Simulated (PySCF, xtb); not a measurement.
Te(F)(OSiH3) (FH₃OSiTe), SMILES F[Te]O[SiH3]. One conformer was computed; it need not be the lowest.

Harmonic wavenumbers (cm⁻¹) from GFN2-xTB in xtb at its own minimum, in rising order: 50, 96, 131, 191, 443, 478, 604, 642, 724, 781, 808, 854, 2229, 2287, 2315.

Problem. What does PySCF with PBE-D3(BJ)/def2-SVP give at its own minimum? (Estimate from the structure and the level; the computed values follow.)

Solution. 53, 75, 134, 200, 495, 592, 675, 691, 838, 899, 910, 942, 2159, 2177, 2192. Paired by order, the mean absolute difference is 70 cm⁻¹ and the zero-point energies are 18.1 and 18.6 kcal/mol.
